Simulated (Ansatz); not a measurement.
`CC[N](C)[Ge]([F])([F])[N](C)CC` at its PBE0-D4/def2-TZVP geometry, where that method's forces vanish. The species carries charge 0 and has multiplicity 1.

```xyz
27

C     2.2239   -1.6147    2.1321
C     0.7126   -1.4898    2.2211
N     0.1738   -0.4689    1.3396
C     0.4264    0.8995    1.7323
Ge   -1.1454   -0.8364    0.1886
F    -0.9997   -2.5282   -0.1591
F    -2.7513   -0.7434    0.8323
N    -1.1343    0.2541   -1.2333
C    -2.3389    0.4602   -2.0093
C     0.1152    0.4788   -1.9399
C     0.3622    1.9409   -2.2688
H     2.5272   -1.8745    1.1156
H     2.7265   -0.6864    2.4123
H     2.5790   -2.3971    2.8071
H     0.2595   -2.4488    1.9616
H     0.4192   -1.2714    3.2586
H     1.4954    1.1353    1.6970
H    -0.0821    1.5880    1.0548
H     0.0686    1.1025    2.7511
H    -2.3426   -0.1455   -2.9262
H    -3.2165    0.1942   -1.4201
H    -2.4445    1.5106   -2.2981
H     0.1357   -0.1140   -2.8671
H     0.9353    0.1095   -1.3168
H    -0.4047    2.3426   -2.9340
H     0.3741    2.5466   -1.3599
H     1.3253    2.0562   -2.7715
```

**Question.** What forces (eV/Å) does ωB97M-V/def2-TZVPP give on these atoms in Ansatz? (Estimate.)

**Answer.** Ansatz gave: 
```
C1   0.194 -0.018 -0.002
C2  -0.110 -0.188  0.192
N3  -0.110 -0.084 -0.191
C4   0.065  0.275  0.085
Ge5  0.070  0.088 -0.017
F6   0.011 -0.070 -0.020
F7  -0.066  0.007  0.028
N8   0.013 -0.059  0.229
C9  -0.247  0.055 -0.163
C10  0.204 -0.165 -0.093
C11  0.035  0.189 -0.055
H12 -0.027  0.020  0.063
H13 -0.039 -0.059 -0.019
H14 -0.023  0.059 -0.051
H15  0.034  0.066  0.022
H16  0.023 -0.011 -0.078
H17 -0.079 -0.014  0.003
H18  0.031 -0.034  0.038
H19  0.028 -0.022 -0.077
H20  0.009  0.046  0.070
H21  0.058  0.018 -0.045
H22  0.003 -0.085  0.021
H23 -0.008  0.044  0.069
H24 -0.043  0.026 -0.040
H25  0.050 -0.032  0.047
H26 -0.006 -0.045 -0.051
H27 -0.070 -0.005  0.037
```
